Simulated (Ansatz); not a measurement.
Born–Oppenheimer molecular dynamics of CH₂AlClO (6 atoms, charge 0, multiplicity 1). It starts at the highest image of a converged band, a first-order saddle point between two minima.

Computed with RKS PBE0/def2-SVP (Ansatz 0.2.0).

| Item | Value |
| --- | --- |
| ensemble | NVE (velocity Verlet) |
| time step | 0.5 fs |
| steps asked | 200 |
| starting velocities drawn for | 300 K |
| seed | 6332 |

Frames 2.5 fs apart, positions in Å, forces in eV/Å.

Velocities at 60.0 fs (Å/ps):

```
Cl 3.66 2.12 -0.22
Al -2.06 4.36 0.90
C -6.29 0.48 8.99
O 1.30 -14.15 -10.44
H -9.98 10.30 2.47
H -9.34 17.35 39.92
```

```xyz
6
Properties=species:S:1:pos:R:3:forces:R:3 time_fs=60.0 energy_less_start_eV=-0.360 T=994
Cl -1.974 -2.051 0.366 0.04 0.31 0.04
Al -0.595 -0.484 0.044 0.86 0.47 0.31
C 0.336 1.043 1.059 -0.54 -0.69 -0.86
O 0.611 -0.599 -1.152 0.51 -0.54 -0.29
H 1.204 -1.248 -1.570 -0.68 0.48 0.40
H 0.400 1.830 0.248 -0.20 -0.03 0.39
6
Properties=species:S:1:pos:R:3:forces:R:3 time_fs=62.5 energy_less_start_eV=-0.332 T=944
Cl -1.965 -2.045 0.366 -0.03 0.29 0.08
Al -0.599 -0.473 0.046 1.49 0.34 -0.29
C 0.319 1.042 1.079 -0.58 -1.19 -0.40
O 0.613 -0.634 -1.177 -2.19 1.92 1.77
H 1.184 -1.234 -1.569 1.46 -1.80 -1.06
H 0.371 1.877 0.354 -0.15 0.43 -0.10
6
Properties=species:S:1:pos:R:3:forces:R:3 time_fs=65.0 energy_less_start_eV=-0.383 T=1040
Cl -1.956 -2.039 0.365 -0.08 0.28 0.12
Al -0.599 -0.461 0.048 1.79 0.12 -0.66
C 0.299 1.035 1.098 -0.52 -0.91 -0.52
O 0.609 -0.663 -1.197 -0.26 -0.12 0.52
H 1.221 -1.297 -1.611 -0.76 0.47 0.51
H 0.333 1.946 0.458 -0.16 0.16 0.04
6
Properties=species:S:1:pos:R:3:forces:R:3 time_fs=67.5 energy_less_start_eV=-0.360 T=997
Cl -1.947 -2.032 0.365 -0.11 0.31 0.16
Al -0.596 -0.449 0.048 1.91 -0.16 -0.98
C 0.277 1.024 1.114 -0.43 -0.06 -0.81
O 0.603 -0.692 -1.215 0.12 -0.52 0.33
H 1.224 -1.345 -1.631 -1.32 1.05 0.91
H 0.284 2.022 0.565 -0.17 -0.61 0.39
6
Properties=species:S:1:pos:R:3:forces:R:3 time_fs=70.0 energy_less_start_eV=-0.385 T=1045
Cl -1.938 -2.025 0.365 -0.09 0.36 0.18
Al -0.588 -0.436 0.046 1.91 -0.45 -1.24
C 0.252 1.013 1.125 -0.38 0.18 -0.64
O 0.597 -0.722 -1.230 -2.36 2.09 2.06
H 1.165 -1.346 -1.607 1.05 -1.45 -0.66
H 0.227 2.065 0.692 -0.13 -0.73 0.30
6
Properties=species:S:1:pos:R:3:forces:R:3 time_fs=72.5 energy_less_start_eV=-0.462 T=1192
Cl -1.929 -2.018 0.366 -0.08 0.42 0.20
Al -0.577 -0.425 0.042 1.67 -0.75 -1.22
C 0.225 1.002 1.134 -0.33 -0.38 -0.22
O 0.583 -0.746 -1.239 -1.23 1.08 1.25
H 1.148 -1.413 -1.609 0.06 -0.36 0.01
H 0.161 2.069 0.836 -0.10 -0.01 -0.02
6
Properties=species:S:1:pos:R:3:forces:R:3 time_fs=75.0 energy_less_start_eV=-0.454 T=1179
Cl -1.921 -2.009 0.366 -0.05 0.48 0.22
Al -0.561 -0.416 0.034 1.23 -1.01 -1.04
C 0.197 0.989 1.142 -0.24 -0.51 0.01
O 0.565 -0.765 -1.243 0.56 -0.77 -0.04
H 1.135 -1.500 -1.610 -1.40 1.51 0.96
H 0.089 2.070 0.981 -0.09 0.30 -0.10
6
Properties=species:S:1:pos:R:3:forces:R:3 time_fs=77.5 energy_less_start_eV=-0.534 T=1330
Cl -1.912 -2.000 0.367 -0.02 0.54 0.24
Al -0.543 -0.409 0.025 0.72 -1.19 -0.87
C 0.167 0.974 1.150 -0.26 0.47 0.19
O 0.547 -0.786 -1.247 -0.69 1.18 0.66
H 1.055 -1.517 -1.565 0.21 -0.53 -0.12
H 0.013 2.083 1.119 0.03 -0.47 -0.09
6
Properties=species:S:1:pos:R:3:forces:R:3 time_fs=80.0 energy_less_start_eV=-0.518 T=1302
Cl -1.904 -1.990 0.369 0.01 0.57 0.26
Al -0.523 -0.405 0.013 0.07 -1.21 -0.44
C 0.137 0.962 1.158 -0.29 0.99 0.47
O 0.528 -0.803 -1.248 -0.69 1.91 0.43
H 0.983 -1.563 -1.524 0.76 -1.44 -0.51
H -0.061 2.070 1.252 0.14 -0.81 -0.21
6
Properties=species:S:1:pos:R:3:forces:R:3 time_fs=82.5 energy_less_start_eV=-0.491 T=1249
Cl -1.896 -1.979 0.371 0.01 0.56 0.28
Al -0.503 -0.403 0.001 -0.65 -1.01 0.32
C 0.104 0.954 1.169 -0.18 0.29 0.52
O 0.506 -0.814 -1.248 1.72 -1.44 -1.43
H 0.943 -1.671 -1.506 -0.94 1.67 0.49
H -0.129 2.014 1.373 0.05 -0.06 -0.19
6
Properties=species:S:1:pos:R:3:forces:R:3 time_fs=85.0 energy_less_start_eV=-0.479 T=1226
Cl -1.887 -1.967 0.373 0.00 0.52 0.31
Al -0.485 -0.403 -0.011 -1.18 -0.67 0.97
C 0.071 0.947 1.183 -0.05 -0.41 0.37
O 0.491 -0.830 -1.254 1.64 -0.72 -1.66
H 0.860 -1.701 -1.467 -0.32 0.66 0.05
H -0.194 1.954 1.483 -0.10 0.62 -0.04
6
Properties=species:S:1:pos:R:3:forces:R:3 time_fs=87.5 energy_less_start_eV=-0.405 T=1085
Cl -1.879 -1.954 0.376 -0.03 0.45 0.33
Al -0.469 -0.405 -0.021 -1.47 -0.33 1.34
C 0.038 0.939 1.198 -0.20 0.14 0.59
O 0.481 -0.847 -1.265 0.85 2.01 -1.32
H 0.761 -1.706 -1.426 0.78 -2.28 -0.67
H -0.263 1.925 1.588 0.07 0.01 -0.27
```

Of the whole run (100 fs, mean temperature of the second half 1079 K): The conserved energy stayed within 0.19 meV per atom of its start (net change 0.11 meV per atom), so the integration is sound. The system heated up, since it started high on the potential surface and ran downhill. A run of 0.1 ps of so small a system gives no equilibrium averages. The orbitals stay closed-shell, which can raise the energy where a bond breaks towards radicals; this wasn't checked here.

Time of the run: 8.5 min on 1 thread of Arm Neoverse V1, with other jobs on the host, peak memory 0.14 GiB.
